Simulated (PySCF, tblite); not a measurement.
Species: C2H3F2O4S2 (charge -1).
Atom-mapped SMILES: `[CH3:1][C-:2]([S:3](=[O:4])(=[O:5])[F:6])[S:7](=[O:8])(=[O:9])[F:10]` (hydrogens: H11, H12, H13 on C1)

Structure optimised with GFN2-xTB, isolated species.

**Question.** Give the optimised bond lengths and angles.

**Answer.** 
| bond | length (pm) | order |
| --- | --- | --- |
| C1–C2 | 151.0 | single |
| C2–S3 | 171.6 | single |
| S3=O4, S7=O8 | 142.5 | double |
| S3=O5, S7=O9 | 143.8 | double |
| S3–F6, S7–F10 | 170.7 | single |
| C2–S7 | 173.2 | single |
| C1–H11, C1–H12, C1–H13 | 109.0 | single |

Bonds in one row agree within 1 pm and their mean is given. Orders are formal, as drawn. A selection of angles:
| angle | degrees |
| --- | --- |
| C1–C2–S3 | 108.8 |
| C1–C2–S7 | 108.5 |
| S3–C2–S7 | 100.9 |
| C2–S3–O4 | 114.9 |
| C2–S3–O5 | 112.5 |
| C2–S3–F6 | 106.1 |
| O4–S3–O5 | 115.6 |
| O4–S3–F6 | 103.6 |
| O5–S3–F6 | 102.4 |
| C2–S7–O9 | 117.2 |
| C2–S7–F10 | 96.4 |
| O8–S7–O9 | 118.2 |

Torsions: C1–C2–S3–O4 175° (antiperiplanar); C1–C2–S7–O8 167° (antiperiplanar). The mirror-image conformer, all signs reversed, is as good.

C2 (carbon bonded to C and 2 S) is pyramidal (angles 108.8°, 108.5° and 100.9°, sum 318.2°, 0.63 Å off the plane of its three neighbours). Of the pairs four or more bonds apart, O9···H12 is among the closest relative to their van der Waals radii: 2.38 Å, 87 % of the sum of Bondi's values. S3 (sulfonyl sulfur) is distorted tetrahedral (angles from 102.4° to 115.6°).

Point group: C1 (no symmetry element, even within 0.4 Å). Its GFN2-xTB frequencies are all real (lowest 42 cm⁻¹). 3 starts were optimised and ended at 0.00, 0.00 and 1.65 kcal/mol (GFN2-xTB); the lowest of these is shown.

These are computed values.
